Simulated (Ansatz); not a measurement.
Isolated molecules relaxed with PBE0-D4/def2-TZVP in Ansatz; ΔE leaves out vibrations. CBS: MP2 limit from def2 TZ/QZ plus the TZ coupled-cluster correction, frozen cores. This one scheme is used for every species. DFT in def2-TZVPP. HSE06 is defined as in plane-wave codes. For Mg outer-core shells are correlated without core-valence functions, which leaves a few kJ/mol of doubt a bond. Each species was taken in one conformer, which may not be the lowest.

`[SiH3][N]([SiH3])[Mg][Cl]` + silanol → `[SiH3][O][Mg][N]([SiH3])[SiH3]` + HCl  (ligand exchange at a Mg–Cl bond)

CCSD(T)/CBS gives +9.2 kcal/mol.

(1) Another level gave +8.4 kcal/mol. Which?
A. HSE06/def2-TZVPP
B. BHLYP-D4/def2-TZVPP
C. MP2/def2-TZVPP
D. RPA@PBE/def2-TZVPP

Largest T1 diagnostic among the species: 0.011.

Results:

(1) D. RPA@PBE/def2-TZVPP 8.4, MP2/def2-TZVPP 9.8, BHLYP-D4 11.5, HSE06 12.7 kcal/mol.

In def2-TZVPP, CCSD(T) changes the Hartree–Fock value by −3.9 kcal/mol (the triples alone add −0.2 kcal/mol) and MP2 by −3.8 kcal/mol. From BLYP to BHLYP (50 % exact exchange), in def2-TZVPP and without D4, ΔE moves by +1.3 kcal/mol. Leaving LDA and LC-ωPBE aside and taking each functional with its dispersion term where it has one, the values, not all of them listed here, spread over 2.4 kcal/mol, from BLYP-D4 to HSE06-D4. LDA lies −0.8 kcal/mol from PBE without D4.
